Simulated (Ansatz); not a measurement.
Mulliken charges of CH5ClSSi (`C[SiH](S)Cl`) from r2SCAN/def2-TZVPP in Ansatz (PBE0-D4/def2-TZVP geometry).

```json
{"atom": "C1", "x (Å)": "-0.274", "y (Å)": "1.016", "z (Å)": "-0.538", "charge (e)": "-0.299"}
{"atom": "Si2", "x (Å)": "0.059", "y (Å)": "-0.773", "z (Å)": "-0.180", "charge (e)": "0.541"}
{"atom": "S3", "x (Å)": "1.538", "y (Å)": "-1.045", "z (Å)": "1.325", "charge (e)": "-0.264"}
{"atom": "Cl4", "x (Å)": "-1.729", "y (Å)": "-1.652", "z (Å)": "0.352", "charge (e)": "-0.263"}
{"atom": "H5", "x (Å)": "0.645", "y (Å)": "1.512", "z (Å)": "-0.858", "charge (e)": "0.090"}
{"atom": "H6", "x (Å)": "-0.652", "y (Å)": "1.523", "z (Å)": "0.353", "charge (e)": "0.077"}
{"atom": "H7", "x (Å)": "-1.023", "y (Å)": "1.110", "z (Å)": "-1.328", "charge (e)": "0.089"}
{"atom": "H8", "x (Å)": "0.585", "y (Å)": "-1.511", "z (Å)": "-1.349", "charge (e)": "-0.076"}
{"atom": "H9", "x (Å)": "0.939", "y (Å)": "-0.226", "z (Å)": "2.206", "charge (e)": "0.105"}
```

Problem. By hand: the dipole of these point charges (1 e Å = 4.8032 D).

Solution. Σ q r = (0.133, 0.432, -0.213) e Å, of length 0.500 e Å = 2.40 D.

Problem. How does the dipole of the full density compare? (An estimate is asked.)

Solution. Computed: (0.034, 0.406, -0.079) e Å, 1.99 D; the point charges give 1.21 times that, at 18° from its direction.

Point charges leave out the atoms' own dipoles, such as those of lone pairs, and Mulliken's split depends on the basis, so the two needn't agree.
